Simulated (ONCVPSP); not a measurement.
## N ONCV: all-electron and pseudo phase curves

- Element: nitrogen
- Generator: ONCVPSP 4.0.1
- Type: optimised norm-conserving Vanderbilt (ONCV)
- Functional: PBE
- Relativity: non-relativistic
- Frozen core: [He]
- Valence charge: 5
- Reference configuration: 2s2 2p2 (charge +1)
- Partial waves: 2s: rc 0.85 bohr, ncon 4, nbas 7, qcut 7.4 1/bohr, 3 projectors, debl 3.3 Ha; 2p: rc 1.20 bohr, ncon 3, nbas 7, qcut 8.2 1/bohr, 3 projectors, debl 0.2 Ha; d scattering state at 0.29 Ha: rc 1.05 bohr, ncon 4, nbas 7, qcut 8.1 1/bohr, 2 projectors, debl 1.1 Ha
- Local potential: polynomial inside 0.80 bohr (lpopt 5, dvloc0 0 Ha)
- Core correction: none

In the p channel the program set the typed energies aside and used -0.760, 0.250, 0.450 Ha.

The phase is arctan(r·R′/R) of the radial function R(r), unwrapped; energies in Ha, scanned from -3 to 5 Ha. A pole is an energy at which the radial function vanishes at the test radius. The pseudo phase is shifted by a multiple of π to meet the all-electron one at the reference energy, and phase errors are pseudo minus all-electron; the curves can meet again beyond the range given. Levels narrower than the energy grid can be missing from the lists of poles. Where the grid stepped over a known ghost or core level, its pole and its step of π were put in at the level’s energy.

```csv
channel,radius (bohr),reference energy (Ha),"poles, all-electron","poles, pseudo",unbroken range about the reference energy with phases within 0.05 rad,phase error 1 Ha above the reference energy (rad)
s,0.86,-1.19,none,none,the whole range,+0.000
p,1.22,-0.76,1.14,"-0.81, 1.14",above -0.8,-0.000
d,1.06,0.29,none,none,the whole range,+0.000
```

Note: ghosts flagged at negative energy: s at -309.7 eV, p at -21.9 eV; GHOST(+) flags only above 600 eV. A true bound ghost makes a file unfit for plane-wave use.

Phases in the p channel:

```tsv
E (Ha)	all-electron	pseudo
-2.98	0.831	3.972
-2.54	0.650	3.791
-2.10	0.357	3.502
-1.66	-0.092	3.050
-1.22	-0.593	2.549
-0.78	-0.967	-0.967
-0.34	-1.202	-1.202
0.10	-1.354	-1.354
0.54	-1.461	-1.461
0.98	-1.544	-1.544
1.42	-1.615	-1.615
1.86	-1.681	-1.681
2.30	-1.748	-1.748
2.74	-1.823	-1.823
3.18	-1.916	-1.916
3.62	-2.043	-2.042
4.06	-2.234	-2.233
4.50	-2.548	-2.545
4.94	-3.036	-3.028
```
